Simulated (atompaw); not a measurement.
## Which setting gave this result? (zinc (Zn), PAW (atompaw))

Base potential:

```
Element                 : Zn (Z = 30)
Generator               : atompaw 4.2.0.5
Type                    : PAW
Functional              : LDA (PW92)
Relativity              : scalar-relativistic
Frozen core             : [Ne]
Valence charge          : 20
Reference configuration : 3s2 3p6 3d10 4s2 4p0
Partial waves           : 3s (bound): rc 1.10 bohr; 4s (bound): rc 1.10 bohr; 3p (bound): rc 1.10 bohr; 4p (bound, empty): rc 1.10 bohr; 3d (bound): rc 1.10 bohr; 3d channel at 1.25 Ry: rc 1.10 bohr
Local potential         : bessel scheme, radius 0.80 bohr
Core correction         : smooth core density matched at 0.65 bohr
Augmentation charge     : besselshape compensation charge, radius 1.05 bohr; PAW radius 1.10 bohr; waves and projectors: custom rrkj vanderbiltortho
```

Cutoffs, loose and tight: the cutoffs (Ry, on a coarse ladder) from which the occupation-weighted sum of valence levels, in a spherical-Bessel basis at the reference potential, stays within 10 and 1 mRy of its value at 400 Ry. They see the waves, projectors and local potential, not the compensation charge or the core.

Only the scale of all radii (base = 1) is moved (5 further runs of the sweep failed or gave no value and are left out):

| scale of all radii (base = 1) | cutoff, loose | cutoff, tight | bound ghosts |
| --- | --- | --- | --- |
| 0.75 | 230 Ry | over 300 Ry | none |
| 0.98 | 140 Ry | 230 Ry | none |
| 1.04 | 120 Ry | 200 Ry | none |
| 1.29 | 70 Ry | 110 Ry | none |

Question: One more run gave cutoff, loose: 100 Ry; cutoff, tight: 180 Ry; bound ghosts: none. Which value of the scale of all radii (base = 1) was used?

Answer: 1.11. The loose cutoff moves one way along this sweep, from 230 Ry at 0.75 to 70 Ry at 1.29, which places the run between 1.04 and 1.29.
